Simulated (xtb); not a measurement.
CdS, SMILES [Cd]=[S]. All values are semi-empirical tight-binding results from xtb (GFN2-xTB unless named), good for trends rather than for accurate numbers. Coordinates come from a GFN2-xTB optimisation.

Optimised geometry:

```xyz
2

Cd     0.0000     0.0000    -0.5590
S      0.0000     0.0000     1.6771
```
Charge 0, spin multiplicity 1.

For metal compounds this method's bond lengths and energies can be far off.

```json
{
  "point_group_as_xtb_finds_it": "C∞v",
  "orbital_gap": "1.28 eV"
}
```

Computed atomic charges and the Wiberg bond orders between heavy atoms:
charges (e) Cd1 0.35, S2 -0.35. Bond orders Cd1–S2 1.65.
